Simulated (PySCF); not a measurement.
SMILES N1[SiH2]N[SiH2]N[SiH2]1 at its GFN2-xTB optimised geometry (Å):

```
15

Si    -1.0568    -1.1907     2.5224
N     -1.4235     0.4687     2.2259
Si    -1.0599     1.4758     0.8732
N      0.2275     0.7301     0.0000
Si     0.7790    -0.9045     0.0000
N      0.2264    -1.6388     1.4599
H     -2.2451    -2.0302     2.2792
H     -0.5901    -1.3319     3.9088
H     -2.0560     0.8793     2.8909
H     -2.2484     1.6275     0.0126
H     -0.5988     2.7814     1.3655
H      0.6300     1.3053    -0.7196
H      2.2484    -0.9045     0.0000
H      0.2521    -1.6275    -1.1728
H      0.6262    -2.5416     1.6489
```

Calculation: PBE0/def2-TZVP in PySCF. Cells within 0.4 Å of a nucleus heavier than hydrogen are left out (blank, or x).

Map of the HOMO amplitude (bohr^(-3/2)) on the plane z = 0.6 Å; orbital energy -7.09 eV, overall sign arbitrary:

```
|333333333333333333333333333|
|333333333333333333333333333|
|333333333332233333333333333|
|333333333322223333333333333|
|333344433221122333333333333|
|333444443211122333333333333|
|334445554311123333333333333|
|334455676421233444433333333|
|3444567876x2345554443333333|
|3344567775x3457765443333333|
|334445565322469975443333333|
|333444443222369975443333333|
|333333333222247765433333333|
|333333332222235654322233333|
|333333332222234553222223333|
|333333332222223543111123333|
|333333333222112442101123333|
|333333333221001332211223333|
|333344433321001233222233333|
|333344433321001233333333333|
|333344443322112233333333333|
|333334433332222333333333333|
|333333333333333333333333333|
|333333333333333333333333333|
|333333333333333333333333333|
|333333333333333333333333333|
|333333333333333333333333333|
```
Scale: ten equal steps from -0.058 (start of '0') to 0.097 (end of '9'), in the order '0123456789'; x runs from -4.50 to 4.50, y from -4.50 (bottom) to 4.50 (top).
